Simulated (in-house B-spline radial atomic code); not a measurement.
Orbital energies and mean radii along the 3-electron series, configuration [He] 2s1. The effective charge is n√(-2ε), a non-relativistic measure. Computed with an all-electron radial atomic-structure program (B-spline basis): non-relativistic Hartree-Fock, average of the configuration, point nuclei.

This level leaves out relativity, spin-orbit splitting included, which matters for heavy ions.

```
  ion   Z  energy of 1s (Eh)  mean radius of 1s (bohr)  energy of 2s (Eh)  mean radius of 2s (bohr)  effective charge of 1s
Cs52+  55            -1467.6                  0.027471            -356.49                   0.11162                  54.177
Ba53+  56           -1522.27                  0.026977            -369.97                   0.10958                  55.177
La54+  57           -1577.95                    0.0265            -383.69                   0.10761                  56.177
Ce55+  58           -1634.62                   0.02604            -397.67                   0.10572                  57.177
Pr56+  59            -1692.3                  0.025596             -411.9                   0.10389                  58.177
Nd57+  60           -1750.98                  0.025166            -426.38                   0.10212                  59.177
Pm58+  61           -1810.65                  0.024751             -441.1                   0.10041                  60.177
Sm59+  62           -1871.33                  0.024349            -456.08                  0.098756                  61.177
Eu60+  63                  ?                         ?                  ?                         ?                       ?
Gd61+  64           -1995.68                  0.023584            -486.79                  0.095609                  63.177
Tb62+  65           -2059.36                  0.023219            -502.51                  0.094109                  64.177
Dy63+  66           -2124.03                  0.022865            -518.49                  0.092656                  65.177
Ho64+  67                  ?                         ?                  ?                         ?                       ?
Er65+  68                  ?                         ?                  ?                         ?                       ?
Tm66+  69           -2324.06                  0.021865            -567.92                  0.088553                  68.177
Yb67+  70           -2392.74                  0.021551             -584.9                  0.087265                  69.177
Lu68+  71           -2462.41                  0.021245            -602.13                  0.086014                  70.177
Hf69+  72           -2533.09                  0.020949             -619.6                  0.084798                  71.177
Ta70+  73           -2604.77                   0.02066            -637.33                  0.083616                  72.177
 W71+  74           -2677.44                   0.02038            -655.31                  0.082467                  73.177
```

(1) Fill in the row of Eu60+.

(2) Fill in the row of Ho64+.

(3) Fill in the row of Er65+.

(4) How does the screening of 1s change?

Answers

(1) energy of 1s (Eh): -1933.01; mean radius of 1s (bohr): 0.02396; energy of 2s (Eh): -471.31; mean radius of 2s (bohr): 0.097157; effective charge of 1s: 62.177.

(2) energy of 1s (Eh): -2189.71; mean radius of 1s (bohr): 0.022521; energy of 2s (Eh): -534.72; mean radius of 2s (bohr): 0.091246; effective charge of 1s: 66.177.

(3) energy of 1s (Eh): -2256.39; mean radius of 1s (bohr): 0.022188; energy of 2s (Eh): -551.19; mean radius of 2s (bohr): 0.089879; effective charge of 1s: 67.177.

(4) Z less the effective charge goes from 0.82 at Z = 55 to 0.82 at Z = 74.
